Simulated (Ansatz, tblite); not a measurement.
Forces on Cd7S7, a nanocrystal cut from zinc blende CdS (bare) at its PBE-D4/def2-SVP geometry. Total charge 0; singlet.

In the def2 sets Cd takes a core potential; there is no spin–orbit coupling. The xTB rows come from tblite. HSE06 is defined as in plane-wave codes, on full-range PBE exchange. Single mean-field runs in def2-TZVP are fitted with def2-universal-jkfit.

GFN2-xTB (tblite), largest force 0.78 eV/Å:

```xyz
14
positions Å, forces eV/Å
Cd    1.491   -0.313    3.297   -0.102   -0.189    0.033
Cd   -1.307    3.084   -1.349    0.076    0.064   -0.070
Cd    1.255    2.267    0.870    0.172   -0.049    0.179
Cd   -2.208    0.380    0.113   -0.473    0.081    0.020
Cd    0.356   -2.088   -1.727    0.137   -0.175    0.101
Cd    0.892   -3.120    1.629   -0.043    0.085    0.196
Cd   -1.884    0.217   -3.070    0.065    0.012   -0.101
S     2.449    1.816    2.892    0.201    0.491   -0.086
S     0.694   -2.465    3.900   -0.173   -0.249    0.478
S     0.714    4.034   -0.764    0.298    0.382   -0.094
S    -3.339    1.706   -1.717   -0.733   -0.012    0.264
S     1.210   -3.989   -0.553    0.054   -0.204   -0.491
S    -0.353   -1.273   -3.944    0.191   -0.168   -0.425
S     0.029   -0.256    0.423    0.331   -0.069   -0.004
```

PBE-D4/def2-TZVP (Ansatz), largest force 0.24 eV/Å:

```
Cd 0.018 0.005 0.039
Cd 0.042 -0.013 0.019
Cd 0.018 0.057 0.021
Cd 0.147 0.046 -0.127
Cd -0.005 -0.047 -0.042
Cd 0.008 -0.042 0.013
Cd 0.039 -0.021 0.015
S -0.121 -0.097 -0.104
S 0.052 0.088 -0.168
S -0.117 -0.161 0.047
S 0.218 -0.084 0.066
S -0.063 0.167 0.054
S -0.072 0.060 0.180
S -0.166 0.043 -0.013
```

HSE06-D4/def2-TZVP (Ansatz), largest force 0.64 eV/Å:

```
Cd 0.046 0.034 0.082
Cd 0.098 0.075 0.029
Cd 0.120 0.095 0.084
Cd 0.242 0.065 -0.189
Cd 0.067 -0.146 -0.061
Cd 0.017 -0.099 0.005
Cd 0.065 -0.084 -0.065
S -0.294 -0.221 -0.213
S 0.119 0.204 -0.388
S -0.293 -0.376 0.090
S 0.564 -0.226 0.186
S -0.165 0.367 0.135
S -0.184 0.164 0.416
S -0.402 0.147 -0.111
```
